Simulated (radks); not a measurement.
Q: Successive ionisation energies (eV) of one element, from differences of total energies of ions in their ground configurations, starting at charge 22: 694.95, 1214.4, 1288.8, 1364.8, 1442.4, 1521.5, 1602.1, 1696.9, 1781.2, 1867.0, 1954.1, 2191.6, 2269.7, 2348.3, 2427.6, 2572.6, 2654.7, 2822.6, 2896.5, 6712.8, 6933.4, 7156.0. All-electron calculation, Dirac Kohn-Sham, relativistic LDA (MacDonald-Vosko exchange, VWN5 correlation), spin-unpolarised, spherical densities, finite nucleus; open shells fill j = l - 1/2 first; Fermi nuclear charge, rms radius 4.6802 fm. Program: a radial shooting solver on a logarithmic mesh with Libxc functionals. Which element is it?

A: Antimony (Z = 51). The first species listed is Sb22+ in [Ar] 3d10 4s1, the last Sb43+ in [He] 2s2 2p4.
